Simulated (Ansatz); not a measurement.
`C[O][In]([CH3])[O]C` + `[SH][Sn]([SH])([Cl])[Cl]` → `C[O][In]([CH3])[SH]` + `C[O][Sn]([SH])([Cl])[Cl]`  (redistribution)

Computed with Ansatz on PBE0-D4/def2-TZVP structures; ΔE is electronic, products minus reactants. CBS: MP2 limit from def2 TZ/QZ plus the TZ coupled-cluster correction, frozen cores. DFT in def2-TZVPP. B3LYP here is the variant with VWN-RPA as its local correlation; programs differ in this. def2 core potentials past Kr. For In, Sn outer-core shells are correlated without core-valence functions, which leaves a few kJ/mol of doubt a bond. One conformer a species, not always the lowest.

`C[O][In]([CH3])[O]C`:

Z-matrix (Å, degrees):
```
C
O 1 1.400
H 1 1.099 2 112.6
H 1 1.098 2 113.2 3 -122.1
H 1 1.096 2 108.7 3 118.8
In 2 1.987 1 126.7 3 68.6
O 6 1.987 2 115.3 1 0.9
C 6 2.122 2 122.2 1 -179.0
C 7 1.400 6 126.7 2 0.8
H 8 1.089 6 109.4 2 -126.0
H 8 1.090 6 109.3 2 114.8
H 8 1.088 6 109.6 2 -5.4
H 9 1.099 7 112.6 6 68.9
H 9 1.098 7 113.2 6 -53.2
H 9 1.096 7 108.7 6 -172.4
```

`[SH][Sn]([SH])([Cl])[Cl]`:

Cartesian coordinates in Å:
```
S 0.184 0.014 -2.302
Sn -0.047 -0.085 0.055
S 0.894 1.841 1.068
Cl -2.300 -0.351 0.518
Cl 0.980 -1.933 0.997
H -0.992 -0.615 -2.477
H 1.281 1.129 2.141
```

`C[O][In]([CH3])[SH]`:

Z-matrix (Å, degrees):
```
C
O 1 1.399
H 1 1.098 2 110.5
H 1 1.101 2 114.0 3 -120.7
H 1 1.098 2 110.3 3 118.8
In 2 1.990 1 123.4 3 118.1
S 6 2.373 2 107.3 1 -179.3
C 6 2.135 2 120.8 1 0.7
H 7 1.345 6 91.2 2 0.1
H 8 1.090 6 109.4 2 46.7
H 8 1.089 6 110.2 2 167.4
H 8 1.091 6 109.3 2 -72.5
```

`C[O][Sn]([SH])([Cl])[Cl]`:

Cartesian coordinates in Å:
```
C -1.412 -0.614 0.794
O -0.779 0.281 -0.102
Sn 1.137 0.199 -0.387
S 1.624 1.904 -1.944
Cl 1.704 -1.917 -1.117
Cl 2.215 0.452 1.639
H -1.038 -0.501 1.818
H -2.478 -0.377 0.789
H -1.289 -1.658 0.486
H 0.318 2.230 -1.975
```

| level | ΔE (kcal/mol) |
| --- | --- |
| r2SCAN-D4 | -7.6 |
| ωB97X-V | -7.4 |
| r2SCAN | -7.6 |
| B3LYP | -6.8 |

(1) What does CCSD(T)/CBS give? (Estimate.)

Largest T1 diagnostic among the species: 0.015.

## Answers

(1) Ansatz gave: -7.1 kcal/mol. The listed levels differ from it by -0.5, -0.3, -0.5, 0.3 kcal/mol.
